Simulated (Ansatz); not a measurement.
Reaction (formal exchange of groups at the Si–Si bond): `C[SiH](C)[SiH2]Cl` + BH₃ → `B[SiH](C)C` + `[SiH3]Cl`

Computed with Ansatz on PBE0-D4/def2-TZVP structures; ΔE is electronic, products minus reactants. CCSD(T)/CBS adds triple-zeta CCSD(T) − MP2 to the extrapolated MP2 energy (def2 sets, frozen cores). This one scheme is used for every species. DFT in def2-TZVPP. B3LYP here is the variant with VWN-RPA as its local correlation; programs differ in this. One conformer a species, not always the lowest.

`C[SiH](C)[SiH2]Cl`:

Z-matrix (Å, degrees):
```
C
Si 1 1.874
H 1 1.093 2 110.5
H 1 1.093 2 110.6 3 -119.8
H 1 1.092 2 111.3 3 120.1
C 2 1.874 1 111.6 3 62.2
Si 2 2.342 1 108.9 3 -58.1
H 2 1.494 1 109.9 3 -175.7
H 6 1.093 2 110.5 1 -62.1
H 6 1.093 2 110.6 1 57.6
H 6 1.092 2 111.3 1 177.8
Cl 7 2.076 2 107.2 1 60.6
H 7 1.487 2 113.6 1 178.5
H 7 1.487 2 113.6 1 -57.3
```

BH₃:

```xyz
4

B     0.000    0.000    0.000
H     0.936    0.738    0.063
H    -0.097   -0.765   -0.911
H    -0.839    0.027    0.849
```

`B[SiH](C)C`:

Z-matrix (Å, degrees):
```
Si
C 1 1.879
C 1 1.879 2 110.5
B 1 2.009 2 113.7 3 129.2
H 1 1.503 2 108.3 3 -118.4
H 2 1.092 1 110.9 3 177.5
H 2 1.093 1 110.9 3 -62.7
H 2 1.093 1 111.1 3 57.1
H 3 1.093 1 110.9 2 62.7
H 3 1.093 1 111.1 2 -57.2
H 3 1.092 1 110.9 2 -177.5
H 4 1.198 1 121.7 2 -156.0
H 4 1.198 1 121.7 2 28.0
```

`[SiH3]Cl`:

Z-matrix (Å, degrees):
```
Si
Cl 1 2.054
H 1 1.481 2 108.5
H 1 1.481 2 108.5 3 -120.0
H 1 1.481 2 108.5 3 120.0
```

```tsv
level	ΔE (kJ/mol)	difference from CCSD(T)/CBS
PBE-D4	26.8	2.7
r2SCAN-D4	24.0	-0.1
B3LYP-D4	27.3	3.2
PBE	20.9	-3.2
B3LYP	17.9	-6.2
HF/def2-TZVPP	17.0	-7.1
CCSD/def2-TZVPP	20.8	-3.3
MP2/def2-QZVPP	26.9	2.8
SCS-MP2/def2-QZVPP	23.8	-0.3
HF/CBS(def2)	16.4	-7.7
CCSD(T)/CBS	24.1	0
```

Largest T1 diagnostic among the species: 0.010.

The D4 term adds +9.4 kJ/mol with B3LYP and +5.6 kJ/mol with PBE0; it sums over pairs of atoms, weighted by their polarisabilities, and B3LYP, whose exchange is more repulsive, gets the larger term. In def2-TZVPP, CCSD(T) changes the Hartree–Fock value by +5.5 kJ/mol (the triples alone add +1.8 kJ/mol) and MP2 by +9.1 kJ/mol.
